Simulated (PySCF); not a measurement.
Ionising HfF

r²SCAN; Hf def2-TZVPPD with ECP60, F def2-TZVPPD; scalar-relativistic core potentials (PySCF 2.14). Neutral (UKS): doublet (δ ↑), Re = 1.862 Å, ωe = 671 cm⁻¹, HOMO -4.30 eV, LUMO -2.77 eV.

HfF⁺ (UKS): triplet (σ ↑, δ ↑), Re = 1.820 Å, ωe = 749 cm⁻¹. The energies at the minima are -147.85277 hartree for HfF and -147.60063 for HfF⁺.

(1) Work out the adiabatic ionisation energy, without and with harmonic zero-point energies (1 hartree = 27.2114 eV, 1 eV = 8065.5 cm⁻¹), and the change of the bond length.

De is left out where the level can put another filling of the metal’s s and d shells below the measured ground configuration, by anything from nothing to about 1 eV. These are scalar-relativistic numbers at best; spin–orbit coupling would shift them, the dissociation energy most. With d or f electrons several states lie close, and the lowest PBE0 determinant need not be the measured ground state.

## Answers

(1) At r²SCAN: 0.25214 hartree = 6.861 eV between the minima; the zero-point term (749.0 − 671.0)/2 cm⁻¹ = +0.005 eV makes it 6.866 eV. Re changes by -4.2 pm against the neutral. The electron leaves a σ orbital, and the shorter bond of the ion fits an antibonding orbital, or a change in how ionic the bond is.
